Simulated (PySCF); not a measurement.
## Running PySCF for Kr⁺

File input.py (PySCF 2.14):

```python
from pyscf import gto, scf, cc

mol = gto.M(
    atom='Kr 0 0 0',
    basis='6-311++g**',
    charge=1,
    spin=1,
    verbose=4,
)
mf = scf.ROHF(mol)
mf = mf.density_fit(auxbasis='def2-universal-jkfit')
mf.kernel()
mycc = cc.CCSD(mf, frozen=9)
mycc.kernel()
mycc.ccsd_t()
mf.dip_moment()
print('orbital energies (hartree):', mf.mo_energy[..., max(0, mol.nelec[1]-3):mol.nelec[0]+3].round(4))
```

```bash
$ OMP_NUM_THREADS=1 python input.py
```

Output (some set-up lines and the per-cycle HOMO/LUMO lines with their warnings removed):

```
PySCF version 2.14.0

[INPUT] Symbol           X                Y                Z      unit          X                Y                Z       unit  Magmom
[INPUT]  1 Kr     0.000000000000   0.000000000000   0.000000000000 AA    0.000000000000   0.000000000000   0.000000000000 Bohr   0.0

nuclear repulsion = 0
number of shells = 18
number of NR pGTOs = 84
number of NR cGTOs = 44
basis = 6-311++g**
ecp = {}

******** <class 'pyscf.df.df_jk.DFROHF'> ********
method = DFROHF
initial guess = minao
damping factor = 0
level_shift factor = 0
DIIS = <class 'pyscf.scf.diis.CDIIS'>
SCF conv_tol = 1e-09
SCF max_cycles = 50
num. doubly occ = 17  num. singly occ = 1
******** <class 'pyscf.df.df.DF'> ********
auxbasis = def2-universal-jkfit
init E= -2747.82069928021
cycle= 1 E= -2751.40918263298  delta_E= -3.59  |g|= 1.33  |ddm|= 0.838
cycle= 2 E= -2751.46458357608  delta_E= -0.0554  |g|= 0.507  |ddm|= 0.531
cycle= 3 E= -2751.47443819748  delta_E= -0.00985  |g|= 0.0825  |ddm|= 0.118
cycle= 4 E= -2751.47467458059  delta_E= -0.000236  |g|= 0.00322  |ddm|= 0.0175
cycle= 5 E= -2751.47467645798  delta_E= -1.88e-06  |g|= 0.000573  |ddm|= 0.00319
cycle= 6 E= -2751.47467651846  delta_E= -6.05e-08  |g|= 4.99e-05  |ddm|= 0.000697
cycle= 7 E= -2751.47467651895  delta_E= -4.94e-10  |g|= 2.81e-06  |ddm|= 5.11e-05
Extra cycle  E= -2751.47467651895  delta_E= -2.27e-12  |g|= 5.33e-07  |ddm|= 3.35e-06
converged SCF energy = -2751.47467651895

WARN: RCCSD method does not support ROHF method. ROHF object is converted to UHF object and UCCSD method is called.

******** <class 'pyscf.cc.dfuccsd.UCCSD'> ********
CC2 = 0
CCSD nocc = (np.int64(9), np.int64(8)), nmo = (35, 35)
frozen orbitals 9
max_cycle = 50
direct = 0
conv_tol = 1e-07
conv_tol_normt = 1e-06
Init t2, MP2 energy = -0.239483273947946
Init E_corr(UCCSD) = -0.242338468570067
cycle = 1  E_corr(UCCSD) = -0.241304179074507  dE = 0.0010342895  norm(t1,t2) = 0.0310205
cycle = 2  E_corr(UCCSD) = -0.245152167232882  dE = -0.00384798816  norm(t1,t2) = 0.00791758
cycle = 3  E_corr(UCCSD) = -0.245336491564252  dE = -0.000184324331  norm(t1,t2) = 0.00273847
cycle = 4  E_corr(UCCSD) = -0.245546078495626  dE = -0.000209586931  norm(t1,t2) = 0.000555954
cycle = 5  E_corr(UCCSD) = -0.245531600357807  dE = 1.44781378e-05  norm(t1,t2) = 0.000118438
cycle = 6  E_corr(UCCSD) = -0.245530901941739  dE = 6.98416068e-07  norm(t1,t2) = 2.98851e-05
cycle = 7  E_corr(UCCSD) = -0.24553202440891  dE = -1.12246717e-06  norm(t1,t2) = 6.02747e-06
cycle = 8  E_corr(UCCSD) = -0.245531793253568  dE = 2.31155343e-07  norm(t1,t2) = 1.3689e-06
cycle = 9  E_corr(UCCSD) = -0.245531825778309  dE = -3.25247416e-08  norm(t1,t2) = 2.51844e-07
UCCSD converged
E(UCCSD) = -2751.720208344732  E_corr = -0.2455318257783092
UCCSD(T) correction = -0.00333610398198963

WARN: System has nonzero charge 1; the dipole moment is origin-dependent.
Location of origin: [0. 0. 0.]

Dipole moment(X, Y, Z, Debye): -0.00000,  0.00000, -0.00000
orbital energies (hartree): [-1.5324 -0.9007 -0.9007 -0.7119  0.1355  0.1477  0.1477]
```

In short: E(SCF) = -2751.474677 Eh, 7 cycles, E(CCSD) − E(SCF) = -0.24553 Eh, (T) = -0.00334 Eh.

It ran on Arm Neoverse V1 (1 thread, shared host) in 5.8 s.

No search for the lowest solution was made.
